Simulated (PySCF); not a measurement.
The dipole of `F/C([SiH3])=C/C[SiH2]S[SiH3]` from its density and from atomic charges.

Coordinates (GFN2-xTB, Å) and charges (e) from the PBE0/pcSseg-1 density (PySCF):

```
atom       x       y       z  Mulliken      IAO  Hirshfeld  ESP-fitted
  F1  -3.401  -0.881   1.382   -0.2987  -0.2850    -0.1048     -0.1942
  C2  -2.466  -0.246   0.608   +0.0079  -0.0033    -0.0184     +0.1072
 Si3  -3.188   0.569  -0.941   +0.4776  +0.5821    +0.3163     +0.3560
  C4  -1.207  -0.301   1.025   -0.1966  -0.1755    -0.0669     -0.3672
  C5  -0.061   0.277   0.285   -0.5013  -0.5368    -0.1536     -0.1538
 Si6   0.885  -1.107  -0.630   +0.5929  +0.7009    +0.3218     +0.3954
  S7   2.498  -0.278  -1.784   -0.5457  -0.4385    -0.1885     -0.4054
 Si8   3.867   0.514  -0.329   +0.4591  +0.5494    +0.3026     +0.3768
  H9  -2.666  -0.123  -2.122   -0.0638  -0.1102    -0.0689     -0.0730
 H10  -2.786   1.978  -0.963   -0.0712  -0.1114    -0.0688     -0.0749
 H11  -4.639   0.444  -0.850   -0.0637  -0.0936    -0.0640     -0.0658
 H12  -0.972  -0.831   1.940   +0.1232  +0.1610    +0.0504     +0.2106
 H13   0.610   0.781   0.984   +0.1746  +0.1610    +0.0479     +0.1215
 H14  -0.409   1.016  -0.437   +0.1676  +0.1547    +0.0430     +0.0695
 H15   1.449  -2.055   0.329   -0.0416  -0.1210    -0.0742     -0.0794
 H16   0.054  -1.756  -1.631   -0.0372  -0.1001    -0.0669     -0.0369
 H17   4.065  -0.493   0.707   -0.0643  -0.1173    -0.0711     -0.0732
 H18   3.291   1.725   0.246   -0.0635  -0.1217    -0.0735     -0.0829
 H19   5.065   0.779  -1.103   -0.0552  -0.0947    -0.0624     -0.0302
```

**Question.** Compute μ = Σ q r for each scheme (1 e·Å = 4.803 D) and compare with the dipole of the full density.

**Answer.** The full density gives (1.03, 1.00, 0.80) D, 1.64 D in size; dipole vectors point from the negative to the positive end.

```tsv
scheme	μx	μy	μz	size (D)	share of the full size (%)	angle to the full dipole (°)
Mulliken	2.15	1.24	-0.53	2.54	155	44
IAO	1.90	1.03	-0.85	2.32	141	53
Hirshfeld	0.69	0.57	-0.26	0.94	57	46
ESP-fitted	1.04	0.98	0.81	1.64	100	1
```

**Question.** Which set comes closest?

**Answer.** Length of the difference vector: ESP-fitted 0.03 D, Hirshfeld 1.19 D, Mulliken 1.76 D, IAO 1.87 D. Closest: ESP-fitted. 

**Question.** What is left for the Hirshfeld atoms' own dipoles?

**Answer.** The Hirshfeld atoms' densities add up to the full density, so μ = Σ q r + Σ (atomic dipoles). The atomic dipoles sum to (1.03, 1.00, 0.80) − (0.69, 0.57, -0.26) = (0.34, 0.43, 1.06) D, 1.19 D in size.

**Question.** With the origin at the mean of the coordinates, (-0.001, 0.000, -0.173) Å, which are the largest single terms, by size, of the Hirshfeld dipole along the direction of the full one?

**Answer.** Si8 +3.85, Si3 -3.07, H18 -1.17, F1 +0.96, H19 -0.95 D; all 19 atoms together +0.65 D. The single terms depend on the origin, their sum doesn't.

**Question.** Give the size of the full dipole in other units.

**Answer.** 1.64 D = 0.647 au = 0.342 e·Å = 5.48 × 10⁻³⁰ C·m.

Geometry: GFN2-xTB, one conformer, isolated molecule.

Conformer computed: `[F:1]/[C:2]([SiH3:3])=[CH:4]/[CH2:5][SiH2:6][S:7][SiH3:8]`: C2–C4–C5–Si6 -102°, C4–C5–Si6–S7 177°, C5–Si6–S7–Si8 66°.
